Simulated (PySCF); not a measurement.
Vertical excitations of a molecule C3H7ClSi from TDA-PBE/def2-SVPD run with PySCF, as energy in eV (oscillator strength): 5.62 (0.000), 5.98 (0.033), 6.11 (0.108), 6.42 (0.053), 6.51 (0.005), 6.53 (0.056), 6.68 (0.010), 6.95 (0.063), 6.96 (0.005), 7.11 (0.002). Lowest triplet (TDA): 3.97 eV. Geometry: B3LYP-D3(BJ)/def2-SVP. One conformer was computed; it need not be the lowest.

Task: Identify the compound among the candidates.
(A) C=C(Cl)[SiH2]C
(B) C/C(Cl)=C/[SiH3]
(C) C/C=C/[SiH2]Cl
(D) [SiH3]C/C=C\Cl

Result: A, C=C(Cl)[SiH2]C
